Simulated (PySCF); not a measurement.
Gas-phase reaction: TiCl4.NH3 ⇌ TiCl3NH2 + HCl, at 1000 K and a standard pressure of 1 bar. Level: M06-2X/def2-TZVP†.

Energies from PySCF, thermal terms from the rigid-rotor harmonic-oscillator model, ideal gas at 1 bar. † marks an energy on the PBE0/def2-TZVP geometry and frequencies. All species are closed-shell singlets. Adducts (TiCl4.NH3) have no counterpoise correction, and HF, PBE, BLYP, B3LYP and PBE0 lack dispersion. TiCl4.NH3, TiCl3NH2: computed as isolated molecules; such fragments, hydroxides, amides, oligomers or adducts are transient or little studied in the gas. The harmonic model lacks anharmonicity and excited electronic states, which grow with temperature; levels with a mode under 35 cm⁻¹ are left out. Soft modes under 120 cm⁻¹ make the harmonic entropy rough for TiCl4.NH3, TiCl3NH2.

| species | E (Ha) | H(1000 K) − E (kJ/mol) | S°(1000 K) (J/mol/K) |
|---|---|---|---|
| TiCl4.NH3 | -2747.06735 | 259.5 | 602.2 |
| TiCl3NH2 | -2286.21239 | 190.5 | 544.7 |
| HCl | -460.79812 | 47.5 | 222.6 |
E: electronic energy; H − E holds the zero-point and thermal terms. 1 Ha = 2625.5 kJ/mol.

Question: Work out ΔH°, ΔS°, ΔG° and log10 K from these numbers.

Answer: 1. ΔE = 1×(-2286.21239) + 1×(-460.79812) − 1×(-2747.06735) = 0.05684 Ha = 149.2 kJ.
2. Δ(H − E) = 1×(190.5) + 1×(47.5) − 1×(259.5) = -21.5 kJ, so ΔH° = 127.7 kJ.
3. ΔS° = 1×(544.7) + 1×(222.6) − 1×(602.2) = 165.1 J/K; the number of gas molecules changes by +1.
4. ΔG° = ΔH° − TΔS° = 127.7 − 1000×(165.1)/1000 = -37.4 kJ.
5. log10 K = −ΔG°/(RT ln 10) = 1.95, with RT ln 10 = 19.14 kJ/mol; at standard pressures the products are favoured.
6. A shift of 10 kJ in ΔE would move log10 K by 0.52 here.
7. With ΔH° and ΔS° held fixed, ΔG° changes sign near ΔH°/ΔS° = 770 K.
8. Lowering the total pressure from 1 bar to 0.01 bar multiplies the mole-fraction quotient K_x = K (p/p°)^(−Δn) by 10^2, which pushes the balance towards the products.
For scale, ΔH°(298 K) is 129 kJ at this level, 124 kJ at ωB97M-V/def2-TZVP†, and runs from 97 to 151 kJ over the 17 levels computed.
